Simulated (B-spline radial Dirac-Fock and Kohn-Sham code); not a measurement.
X-ray lines that fill the 3d3/2 vacancy in Cs⁺

System: Cs⁺ in the configuration [Kr] 4d10 5s2 5p6.

Input of the calculation (task.json; shells as n, l, electrons):

```json
{"items": [{
  "Z": 55,
  "q": 1,
  "cfg": [[1, 0, 2], [2, 0, 2], [2, 1, 6], [3, 0, 2], [3, 1, 6], [3, 2, 10], [4, 0, 2], [4, 1, 6], [4, 2, 10], [5, 0, 2], [5, 1, 6]],
  "A": 133,
  "rrms": 4.8041,
  "do": ["binding", "quiet", "decay"],
  "holes": ["K", "L1", "L2", "L3", "M1", "M2", "M3", "M4", "M5", "N1", "N2", "N3", "N4", "N5"]
}]}
```

Command: `python xray_run.py task.json out`

These are calculated numbers from a radial atomic solver; the model is one-electron (LDA, Dirac) transition rates at Dirac-Fock energies.

| line | multipole | energy (eV) | width (meV) | share (%) |
| --- | --- | --- | --- | --- |
| Mζ2 | E1 | 555.2 | 0.259 | 75.7 |
| M4-N3 | E1 | 569.0 | 0.0404 | 11.8 |
| M4-N4 | E2 | 661.9 | 0.000245 | 0.0716 |
| M4-N5 | E2 | 664.1 | 0.000102 | 0.0297 |
| M4-O2 | E1 | 727.9 | 0.0367 | 10.7 |
| M4-O3 | E1 | 729.6 | 0.00567 | 1.66 |

The listed lines hold 100.0 % of the radiative rate. The radiative width is 0.000342 eV in the length form and 0.000365 eV in the velocity form; the two differ because the transition energies are not eigenvalue differences of the potential that gave the orbitals.
